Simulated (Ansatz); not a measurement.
Geometry optimisation, RKS PBE0/def2-SVP (Ansatz 0.2.0).

Input:

```yaml
crystal:
  periodic: [false, false, false]
  atoms:
    - { symbol: O, position_ang: [1.11509, -1.78769, 1.43035] }
    - { symbol: C, position_ang: [0.64207, -0.99956, 0.82379] }
    - { symbol: Si, position_ang: [-0.37843, 0.0131, -0.5841] }
    - { symbol: O, position_ang: [-0.90327, -0.98744, -1.55436] }
    - { symbol: O, position_ang: [-0.12924, 1.42, 0.02825] }
    - { symbol: H, position_ang: [-0.34621, 2.34159, -0.14394] }
total_charge: 1
basis:
  gaussian: { orbitals: def2-SVP }
hamiltonian:
  xc: pbe0
relax:
  f_tol: 0.015
  max_steps: 40
```

Launched with:

```bash
$ ansatz run input.yaml --threads 1 --pin off --max-ram 2048MiB --backend cpu --events-out ev --progress --plain --runs-dir out
```

**Question.** Where does it end, and by what steps?

**Answer.** It converged. After 8 steps the energy has fallen by 0.077 eV; H6 moved furthest, 0.11 Å.

```json
{"step": "0", "energy less start (eV)": "0.0000", "largest force component (eV/Å)": "1.452", "accepted": "yes"}
{"step": "1", "energy less start (eV)": "-0.0483", "largest force component (eV/Å)": "0.451", "accepted": "yes"}
{"step": "2", "energy less start (eV)": "-0.0646", "largest force component (eV/Å)": "0.168", "accepted": "yes"}
{"step": "3", "energy less start (eV)": "-0.0682", "largest force component (eV/Å)": "0.135", "accepted": "yes"}
{"step": "4", "energy less start (eV)": "-0.0729", "largest force component (eV/Å)": "0.126", "accepted": "yes"}
{"step": "5", "energy less start (eV)": "-0.0768", "largest force component (eV/Å)": "0.110", "accepted": "yes"}
{"step": "6", "energy less start (eV)": "-0.0771", "largest force component (eV/Å)": "0.017", "accepted": "yes"}
{"step": "7", "energy less start (eV)": "-0.0770", "largest force component (eV/Å)": "0.042", "accepted": "no"}
{"step": "8", "energy less start (eV)": "-0.0772", "largest force component (eV/Å)": "0.014", "accepted": "yes"}
```

```xyz
6
Properties=species:S:1:pos:R:3
O 1.124 -1.816 1.436
C 0.627 -1.055 0.794
Si -0.349 0.028 -0.534
O -0.895 -0.955 -1.539
O -0.104 1.465 0.081
H -0.403 2.333 -0.239
```

Whether the end is a true minimum wasn't checked by a vibrational analysis.

Time of the run: 50 s on 1 thread of Intel(R) Xeon(R) Processor @ 2.50GHz (Skylake/Cascade Lake), on a shared host, peak memory 0.15 GiB.
